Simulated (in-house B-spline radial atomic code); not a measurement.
**Response and correlation of Sr²⁸⁺**

Closed shell [He] 2s2 2p6. Computed with an all-electron radial atomic-structure program (B-spline basis): Dirac-Hartree-Fock, relativistic RPA (time-dependent Dirac-Hartree-Fock) for the response and second-order many-body perturbation theory for correlation, no-pair Dirac-Coulomb Hamiltonian, finite nucleus.

Command:
```bash
python run_mb.py task.json out
```
Settings (nuclear radius in fm, box in bohr, cutoff in hartree):
```
basis_form          2
Z                   38
core_configuration  [He] 2s2 2p6
rms_radius          4.224
mass_number         88
speed_of_light      137.036
box_radius          3.043
lmax                7
intervals           58
virtual_cutoff      36100.0
```

Time taken, with all properties: 0.8 s on 1 thread of Intel(R) Xeon(R) Platinum 8488C, on a shared host.

```json
{"multipole (bohr³, bohr⁵, bohr⁷)": "dipole", "uncoupled": "0.00093045", "coupled RPA": "0.00093709"}
{"multipole (bohr³, bohr⁵, bohr⁷)": "quadrupole", "uncoupled": "3.892e-05", "coupled RPA": "4.0315e-05"}
{"multipole (bohr³, bohr⁵, bohr⁷)": "octupole", "uncoupled": "2.4842e-06", "coupled RPA": "?"}
```

Q: What is the coupled octupole polarisability?

A: 2.5723e-06 atomic units, +4 % against the uncoupled value.

Q: Which subshells carry the dipole polarisability?

A: 2p3/2 58.9 %, 2p1/2 26.8 %, 2s1/2 14.1 %.

Q: What does the dipole shielding factor come to?

A: The dipole shielding factor is 0.263, against the exact N/Z = 10/38 = 0.263 of the non-relativistic theorem.

Dipole polarisability at imaginary frequency:

```json
{"u (Eh)": "0", "α(iu) (bohr³)": "0.0009371"}
{"u (Eh)": "3.12", "α(iu) (bohr³)": "0.0009358"}
{"u (Eh)": "7.81", "α(iu) (bohr³)": "0.0009289"}
{"u (Eh)": "15.6", "α(iu) (bohr³)": "0.0009052"}
{"u (Eh)": "23.4", "α(iu) (bohr³)": "0.0008685"}
{"u (Eh)": "31.2", "α(iu) (bohr³)": "0.0008222"}
{"u (Eh)": "46.9", "α(iu) (bohr³)": "0.0007147"}
{"u (Eh)": "62.5", "α(iu) (bohr³)": "0.0006071"}
{"u (Eh)": "78.1", "α(iu) (bohr³)": "0.0005109"}
{"u (Eh)": "109", "α(iu) (bohr³)": "0.0003643"}
{"u (Eh)": "156", "α(iu) (bohr³)": "0.0002293"}
{"u (Eh)": "234", "α(iu) (bohr³)": "0.0001233"}
{"u (Eh)": "312", "α(iu) (bohr³)": "7.596e-05"}
{"u (Eh)": "469", "α(iu) (bohr³)": "3.681e-05"}
{"u (Eh)": "781", "α(iu) (bohr³)": "1.433e-05"}
{"u (Eh)": "1560", "α(iu) (bohr³)": "3.828e-06"}
```

Q: What dispersion coefficients follow for two such ions (the dispersion part alone)?

A: C6 = (3/π)∫α(iu)²du = 5.701e-05 hartree·bohr⁶ and C8 = 1.286e-05 hartree·bohr⁸.

Lowest J = 1 odd-parity excitations:

```json
{"energy (eV)": "1883.7", "oscillator strength": "0.133", "leading channel": "2p3/2 → s1/2", "weight": "0.997"}
{"energy (eV)": "1953.4", "oscillator strength": "0.084", "leading channel": "2p1/2 → s1/2", "weight": "0.996"}
{"energy (eV)": "2025.7", "oscillator strength": "0.00512", "leading channel": "2p3/2 → d3/2", "weight": "0.832"}
{"energy (eV)": "2050.2", "oscillator strength": "1.63", "leading channel": "2p3/2 → d5/2", "weight": "0.796"}
{"energy (eV)": "2113.6", "oscillator strength": "1.75", "leading channel": "2p1/2 → d3/2", "weight": "0.959"}
{"energy (eV)": "2208.4", "oscillator strength": "0.0942", "leading channel": "2s1/2 → p1/2", "weight": "0.982"}
{"energy (eV)": "2228", "oscillator strength": "0.306", "leading channel": "2s1/2 → p3/2", "weight": "0.985"}
{"energy (eV)": "2553.9", "oscillator strength": "0.0239", "leading channel": "2p3/2 → s1/2", "weight": "0.999"}
```

Second-order correlation energy by the highest angular momentum of the excited pair (hartree): s -0.01923, p -0.1338, d -0.1811, f -0.04922, g -0.01908, h -0.00719, i -0.003281, k -0.0017.

Q: What is the second-order correlation energy at the partial-wave limit?

A: The listed waves sum to -0.41465 hartree; extrapolating the increments as (l + 1/2)⁻⁴ gives -0.41813 hartree, -1.14 eV per electron.
